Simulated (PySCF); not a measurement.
Species: C₂H₆BPSi.
Structure used (PBE0-D3(BJ)/def2-SVP), in Å, numbered top down from 1:
```
atom  x, y, z in Å
C1     3.3078   -0.3971   -0.0066
C2     2.1867   -0.0111   -0.2959
B3     0.7826    0.4327   -0.6318
P4    -0.4325    0.9650    0.6926
Si5   -2.3095   -0.1152    0.0871
H6     4.2982   -0.7359    0.2383
H7     0.4370    0.5577   -1.7833
H8    -0.0153    0.2468    1.8466
H9    -2.1377   -1.5915   -0.0631
H10   -3.3563    0.1458    1.1188
H11   -2.7224    0.4771   -1.2186
```

Computed with PBE0-D3(BJ)/def2-SVP geometry optimisation, gas phase (PySCF 2.14.0).

Take the most abundant isotopes and a rigid rotor. The values belong to one conformer with, in the numbering `[CH:1]#[C:2][BH:3][PH:4][SiH3:5]`, C2–B3–P4–Si5 -135°.

Give the principal moments of inertia and the rotational constants in MHz.

Ia = 55.52, Ib = 411.17, Ic = 434.70 u·Å²; 505379 MHz·u·Å²/I gives A = 9103, B = 1229, C = 1163 MHz.

Classify the top.

A near-prolate asymmetric top: κ = (2 × 1229 − 9103 − 1163)/(9103 − 1163) = -0.98.

Is it planar, by Δ = Ic − Ia − Ib?

Not planar: Δ = Ic − Ia − Ib = -31.98 u·Å². For a rigid frame Δ = −2 Σ m c², so Σ m c² = 15.99 u·Å² lies off the ab plane: 8.20 from hydrogen and 7.79 from heavier atoms. The atom farthest from that plane is 1.63 Å away.

Give the other two planar moments, Paa and Pbb, and the rms extents of the mass along the axes.

Paa = Σ m a² = (Ib + Ic − Ia)/2 = 395.18 and Pbb = Σ m b² = (Ia + Ic − Ib)/2 = 39.52 u·Å². With the mass M = 100.01 u, the rms extents √(P/M) along a, b and c are 1.99, 0.63, 0.40 Å.

List the rotational levels J(Ka,Kc) to J = 2 (cm⁻¹).

Above 0(0,0):
J = 1: 1(0,1) 0.0798, 1(1,1) 0.3424, 1(1,0) 0.3447
J = 2: 2(0,2) 0.2393, 2(1,2) 0.4998, 2(1,1) 0.5064, 2(2,1) 1.2944, 2(2,0) 1.2944

Which lines would a microwave search look for?

The dipole components are |μa| = 0.30 D, |μb| = 0.32 D, |μc| = 1.06 D. Intensities carry the squares of the components, which stand as 0.08 : 0.09 : 1.00 (a : b : c). Some lines, for components of 0.1 D or more:

```json
{"type": "a", "branch": "R", "J(Ka,Kc)": "1(0,1) ← 0(0,0)", "MHz": "2392", "lower level (cm⁻¹)": "0.000"}
{"type": "a", "branch": "R", "J(Ka,Kc)": "2(1,2) ← 1(1,1)", "MHz": "4717", "lower level (cm⁻¹)": "0.342"}
{"type": "a", "branch": "R", "J(Ka,Kc)": "2(0,2) ← 1(0,1)", "MHz": "4783", "lower level (cm⁻¹)": "0.080"}
{"type": "a", "branch": "R", "J(Ka,Kc)": "2(1,1) ← 1(1,0)", "MHz": "4850", "lower level (cm⁻¹)": "0.345"}
{"type": "c", "branch": "Q", "J(Ka,Kc)": "2(1,2) ← 2(0,2)", "MHz": "7808", "lower level (cm⁻¹)": "0.239"}
{"type": "c", "branch": "Q", "J(Ka,Kc)": "1(1,1) ← 1(0,1)", "MHz": "7874", "lower level (cm⁻¹)": "0.080"}
{"type": "b", "branch": "Q", "J(Ka,Kc)": "1(1,0) ← 1(0,1)", "MHz": "7941", "lower level (cm⁻¹)": "0.080"}
{"type": "b", "branch": "Q", "J(Ka,Kc)": "2(1,1) ← 2(0,2)", "MHz": "8008", "lower level (cm⁻¹)": "0.239"}
{"type": "b", "branch": "R", "J(Ka,Kc)": "1(1,1) ← 0(0,0)", "MHz": "10266", "lower level (cm⁻¹)": "0.000"}
{"type": "c", "branch": "R", "J(Ka,Kc)": "1(1,0) ← 0(0,0)", "MHz": "10332", "lower level (cm⁻¹)": "0.000"}
{"type": "b", "branch": "R", "J(Ka,Kc)": "2(1,2) ← 1(0,1)", "MHz": "12591", "lower level (cm⁻¹)": "0.080"}
{"type": "c", "branch": "R", "J(Ka,Kc)": "2(1,1) ← 1(0,1)", "MHz": "12791", "lower level (cm⁻¹)": "0.080"}
{"type": "c", "branch": "Q", "J(Ka,Kc)": "2(2,1) ← 2(1,1)", "MHz": "23623", "lower level (cm⁻¹)": "0.506"}
{"type": "b", "branch": "Q", "J(Ka,Kc)": "2(2,0) ← 2(1,1)", "MHz": "23623", "lower level (cm⁻¹)": "0.506"}
{"type": "b", "branch": "Q", "J(Ka,Kc)": "2(2,1) ← 2(1,2)", "MHz": "23822", "lower level (cm⁻¹)": "0.500"}
{"type": "b", "branch": "R", "J(Ka,Kc)": "2(2,1) ← 1(1,0)", "MHz": "28473", "lower level (cm⁻¹)": "0.345"}
{"type": "c", "branch": "R", "J(Ka,Kc)": "2(2,0) ← 1(1,0)", "MHz": "28473", "lower level (cm⁻¹)": "0.345"}
{"type": "c", "branch": "R", "J(Ka,Kc)": "2(2,1) ← 1(1,1)", "MHz": "28539", "lower level (cm⁻¹)": "0.342"}
{"type": "b", "branch": "R", "J(Ka,Kc)": "2(2,0) ← 1(1,1)", "MHz": "28540", "lower level (cm⁻¹)": "0.342"}
```

No PBE0-D3(BJ)/def2-SVP frequencies stand behind this structure, so it isn't proved a minimum. Zero-point vibration and centrifugal distortion are left out. A rigid rotor knows nothing of internal rotation, which can split or shift real lines. Quadrupole hyperfine structure (11B) is left out.
